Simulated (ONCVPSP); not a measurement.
Before and after: ONCV potential for Sc (Z = 21)

```json
{"Element": "scandium (Sc)", "Generator": "ONCVPSP 4.0.1", "Type": "optimised norm-conserving Vanderbilt (ONCV)", "Functional": "PBE", "Relativity": "scalar-relativistic", "Frozen core": "[Ne]", "Valence charge": "11", "Reference configuration": "3s2 3p6 3d1 4s2", "Partial waves": "3s+4s: rc 1.50 bohr, ncon 4, nbas 7, qcut 8.2 1/bohr, 2 projectors; 3p: rc 1.50 bohr, ncon 4, nbas 8, qcut 8.4 1/bohr, 2 projectors, debl 2.1 Ha; 3d: rc 2.60 bohr, ncon 3, nbas 7, qcut 6.2 1/bohr, 2 projectors, debl 2.2 Ha; f scattering state at 0.15 Ha: rc 2.50 bohr, ncon 4, nbas 8, qcut 4.1 1/bohr, 2 projectors, debl 3.1 Ha", "Local potential": "polynomial inside 1.40 bohr (lpopt 5, dvloc0 0 Ha)", "Core correction": "Teter function, fcfact 2.75, rcfact 1.35"}
```

Change: d: rc 3.74.

Cutoffs: the cutoffs (Ha) at which the residual kinetic energy of the hardest occupied pseudo-wave falls to 1 and 0.1 mHa per electron; they do not see the model core or the augmentation charge, which bear on the density cutoff. Errors are all-electron minus pseudo energies relative to the spin-unpolarised reference configuration.

Question: Predict the effect on cutoff, ghosts and configuration errors.

Answer: The potential gets neither clearly harder nor softer (23 Ha and 28 Ha → 23 Ha and 28 Ha); the s channel sets the loose cutoff, while the largest relative change is in d, which becomes softer; of the 3 tests that both files solve, the error grows in 3 and shrinks in 0 by more than 15 % and 0.3 meV (median size 1.3 → 5.4 meV); neither file shows a bound ghost. More of the atom is replaced by a form fitted at one configuration, so other configurations suffer.

```tsv
quantity	base	changed
cutoff, loose	23 Ha	23 Ha
cutoff, tight	28 Ha	28 Ha
loose cutoff by channel	s 23 Ha, p 17 Ha, d 14 Ha	s 23 Ha, p 17 Ha, d 9.1 Ha
bound ghosts	none	none
GHOST(+) flags under 300 eV	f at 85.2 eV	f at 85.2 eV
tests with a reliable result	3 of 4	3 of 4
error for 3s2 3p6 3d1 4s1, meV [ΔE 6.90 eV]	-0.6	-3.2
error for 3s2 3p6 3d1 4s0, meV [ΔE 19.66 eV]	-7.8	-42
error for 3s2 3p6 3d1 4s0 4p2, meV [ΔE 5.67 eV]	-1.3	-5.4
s: phases at 1.52 bohr within 0.05 rad from the reference energy up to (Ha; the scan ends near 5)	to the end of the scan	to the end of the scan
p: phases at 1.52 bohr within 0.05 rad from the reference energy up to (Ha; the scan ends near 5)	to the end of the scan	to the end of the scan
f: phases at 2.53 bohr within 0.05 rad from the reference energy up to (Ha; the scan ends near 5)	3.0	3.0
rms error of d²Exc/dni dnj with the model core, mHa	1.28	3.53
```
